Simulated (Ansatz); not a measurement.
Consider the formal exchange of groups at a B–Br bond: `SB(Cl)Br` + `C=C(F)C(=C)F` → `C=C(F)B(S)Cl` + `C=C(F)Br`.

Calculated with Ansatz (gas phase, PBE0-D4/def2-TZVP geometries, no zero-point term in ΔE). CBS: MP2 limit from def2 TZ/QZ plus the TZ coupled-cluster correction, frozen cores. For Br outer-core shells are correlated without core-valence functions, which leaves a few kJ/mol of doubt a bond. Scalar relativity is left out up to krypton. One conformer a species, not always the lowest.

`SB(Cl)Br`:

Z-matrix (Å, degrees):
```
B
S 1 1.784
Br 1 1.912 2 122.7
Cl 1 1.743 2 117.7 3 -180.0
H 2 1.343 1 96.6 3 0.0
```

`C=C(F)C(=C)F`:

Z-matrix (Å, degrees):
```
C
C 1 1.324
H 1 1.079 2 119.7
H 1 1.081 2 120.6 3 180.0
F 2 1.338 1 120.8 3 -180.0
C 2 1.457 1 126.4 3 0.0
C 6 1.324 2 126.4 1 -180.0
F 6 1.338 2 112.8 1 0.0
H 7 1.081 6 120.6 2 180.0
H 7 1.080 6 119.7 2 0.0
```

`C=C(F)B(S)Cl`:

Z-matrix (Å, degrees):
```
C
C 1 1.328
H 1 1.082 2 120.0
H 1 1.084 2 121.5 3 179.7
F 2 1.346 1 118.4 3 -179.7
B 2 1.557 1 125.9 3 -0.5
S 6 1.792 2 119.3 1 7.0
Cl 6 1.748 2 119.1 1 -173.1
H 7 1.342 6 96.3 2 -177.8
```

`C=C(F)Br`:

Cartesian coordinates in Å:
```
C -0.323 0.568 -0.427
C 0.219 -0.319 0.382
F 0.465 -0.070 1.658
Br 0.732 -2.053 -0.106
H -0.584 1.547 -0.045
H -0.508 0.327 -1.462
```

```csv
species,SCS-MP2/def2-TZVPP energy (Eh)
`SB(Cl)Br`,-3455.56596
`C=C(F)C(=C)F`,-353.87897
`C=C(F)B(S)Cl`,-1059.79946
`C=C(F)Br`,-2749.60366
```

**Question.** Work out ΔE.

**Answer.** ΔE = (-1059.79946) + (-2749.60366) − (-3455.56596) − (-353.87897) = 0.04181 Eh = +109.8 kJ/mol. CCSD(T)/CBS gives +111.3 kJ/mol.

Largest T1 diagnostic among the species: 0.013.

From PBE to PBE0 (25 % exact exchange), in def2-TZVPP and without D4, ΔE moves by +6.5 kJ/mol. In def2-TZVPP, CCSD(T) changes the Hartree–Fock value by −9.7 kJ/mol (the triples alone add −1.3 kJ/mol) and MP2 by −5.8 kJ/mol.
